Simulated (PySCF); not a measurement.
Magnetisability: `O=c1cc(O[SiH3])c1=O`, C4H4O3Si

Geometry:
```json
{"atom": "O1", "x (Å)": "3.490", "y (Å)": "0.048", "z (Å)": "0.113"}
{"atom": "C2", "x (Å)": "2.313", "y (Å)": "-0.015", "z (Å)": "-0.082"}
{"atom": "C3", "x (Å)": "1.429", "y (Å)": "-0.359", "z (Å)": "-1.210"}
{"atom": "C4", "x (Å)": "0.285", "y (Å)": "-0.144", "z (Å)": "-0.489"}
{"atom": "O5", "x (Å)": "-0.988", "y (Å)": "-0.220", "z (Å)": "-0.717"}
{"atom": "Si6", "x (Å)": "-2.242", "y (Å)": "0.096", "z (Å)": "0.347"}
{"atom": "C7", "x (Å)": "1.032", "y (Å)": "0.232", "z (Å)": "0.748"}
{"atom": "O8", "x (Å)": "0.689", "y (Å)": "0.562", "z (Å)": "1.847"}
{"atom": "H9", "x (Å)": "1.621", "y (Å)": "-0.663", "z (Å)": "-2.221"}
{"atom": "H10", "x (Å)": "-2.158", "y (Å)": "1.489", "z (Å)": "0.765"}
{"atom": "H11", "x (Å)": "-2.150", "y (Å)": "-0.836", "z (Å)": "1.463"}
{"atom": "H12", "x (Å)": "-3.319", "y (Å)": "-0.189", "z (Å)": "-0.589"}
```

Theory: GIAO KT3/MINI magnetisability, rotational g tensor and spin-rotation constants, non-relativistic, gas phase (PySCF 2.14.0). Geometry: GFN2-xTB.

(1) What are the magnetisability and the molar susceptibility?

(2) Split it along the inertial axes a, b, c into diamagnetic and paramagnetic parts about the centre of mass, with the quadrupole moment.

(3) And the rotational g tensor?

Answers

(1) Isotropic -913 × 10⁻³⁰ J/T², or -55.0 × 10⁻⁶ cm³/mol; principal values -1208, -792, -738 × 10⁻³⁰ J/T², anisotropy 446 × 10⁻³⁰ J/T² (root of half the summed squared differences of the principal values). The susceptibility is in cgs units.

(2) 
```tsv
axis	χ (10⁻⁶ cm³/mol)	diamagnetic (10⁻⁶ cm³/mol)	paramagnetic (10⁻⁶ cm³/mol)	summed x² of all electrons (Å²)	quadrupole Θ (D Å)
a	-47.2	-367.0	319.8	262.3	-2.87
b	-44.9	-1178.0	1133.1	71.1	-0.68
c	-72.8	-1414.6	1341.8	15.4	+3.54
```
Anisotropies 2χaa − χbb − χcc = +23.3 and 2χbb − χaa − χcc = +30.1 × 10⁻⁶ cm³/mol. Θ is traceless in Buckingham's convention.

(3) 
```
axis  rotational constant (GHz)        g  nuclear part  electronic part
   a                     4.5584  -0.1301        0.5547          -0.6849
   b                     1.0680  -0.0323        0.5363          -0.5685
   c                     0.8742  -0.0160        0.5351          -0.5511
```
Asymmetric top; isotopes 12C, 1H, 16O, 28Si; no vibrational averaging.
